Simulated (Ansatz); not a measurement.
Basis-set extrapolation for CClF$_{2}$NSi (`N#C[Si](F)(F)Cl`) (PBE0-D4/def2-TZVP geometry, frozen core, Ansatz). Multiplicity 1, RHF reference.

|  | def2-TZVPP | def2-QZVPP |
| --- | --- | --- |
| HF | -1039.980723 | -1040.016267 |
| MP2 correlation | -1.122272 | -1.222072 |
| CCSD(T) correlation | -1.183714 | not run |

Energies in hartree. Use E(X) = E(∞) + A·exp(−7.88·√X) for Hartree–Fock and E(X) = E(∞) + B·X^(−2.97) for correlation, with X = 3 and 4, and add CCSD(T) minus MP2 of the smaller set to the MP2 limit.

Problem. What is the CCSD(T) energy at the basis-set limit?

Solution. HF limit: -1040.016267 + (-0.035544) × 0.13774 = -1040.02116. MP2 limit: -1.222072 + (-0.099800) × 0.74074 = -1.29600. Higher-order term: -1.183714 − (-1.122272) = -0.06144. Total: -1041.37860 hartree, 134.4 kcal/mol below CCSD(T)/def2-TZVPP.
